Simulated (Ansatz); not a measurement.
Molecule: TaF₂, net charge 0, quartet state. The spin state was set by rule; other spins were not relaxed. 
Structure (B3LYP-D3(BJ)/def2-TZVP (Ansatz, a first-principles code) minimum search):
```xyz
3

Ta     0.0000     0.0000     0.0000
F      0.0000     0.0000     1.8916
F      0.0000     0.0000    -1.8916
```
Charge 0, spin multiplicity 4.

Parts of the frozen-core correlation energy in def2-QZVPP (Ansatz, hartree). Frozen orbitals: 6; correlated occupied orbitals by spin: 11 and 8; virtual: 178 and 181. UHF or UKS for open shells. Spin-orbit coupling is left out. In def2 rows, elements after Kr have scalar-relativistic effective core potentials.

```tsv
term	value
reference (HF)	-255.48706
MP2 opposite-spin	-0.46547
MP2 same-spin	-0.18654
CCSD correlation	-0.64710
(T)	-0.02391
T1 diagnostic	0.018
largest doubles amplitude	0.049
<S^2> of the reference	3.759
```
